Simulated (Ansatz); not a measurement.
Ideal-gas functions of AsGeH$_{6}$Sb, SMILES `[GeH3][AsH][SbH2]` at 298.15 K and 1 bar, from an Ansatz frequency run at PBE0-D4/def2-TZVP.

Molar mass 275.34 g/mol, point group C1 (symmetry number 1), electronic degeneracy 1, moments of inertia 172.096, 684.229, 839.77 u Å². Harmonic wavenumbers (cm⁻¹, unscaled): 62, 77, 92, 214, 268, 433, 481, 516, 566, 629, 680, 804, 835, 877, 882, 1959, 1966, 2133, 2149, 2155, 2210.

Use S(trans) = R[1.5 ln M + 2.5 ln T − 1.1517]; rotational temperatures θ = 24.2544 K / I; S(rot) = R[ln(√π/σ · √(T³/θAθBθC)) + 1.5]; for each mode x = 1.438777 ν̃/T, S = R[x/(eˣ − 1) − ln(1 − e⁻ˣ)] and H = RT x/(eˣ − 1); 1 cm⁻¹ = 0.0119627 kJ/mol; R = 8.31446 J/(mol·K).

**Question.** By hand: the entropy, in J/(mol·K).

**Answer.** Translation 178.9. Rotation: θ = 0.1409, 0.0354, 0.0289 K, giving 125.1. Vibration, mode by mode: 18.38, 16.59, 15.13, 8.41, 6.73, 3.55, 2.96, 2.59, 2.14, 1.68, 1.38, 0.85, 0.76, 0.64, 0.63, 0.01, 0.01, 0.00, 0.00, 0.00, 0.00, in all 82.5. Electronic 0.0. Sum 386.5 J/(mol·K).

**Question.** By hand: H − E and G − E in kJ/mol, counted from the electronic energy.

**Answer.** Zero-point energy ½ × 19988 × 0.0119627 = 119.6; thermal vibration 12.6; translation, rotation and pV give 4 RT = 9.9. H − E = 142.1 kJ/mol, and G − E = 142.1 − 298.15 × 386.5/1000 = 26.9 kJ/mol.

Vibration gives 21 % of the entropy, 50.1 J/(mol·K) of it from the modes under 150 cm⁻¹: soft modes count most, and the harmonic formula is weakest for them. The sum counts one conformer and one mirror image; others add a mixing term.
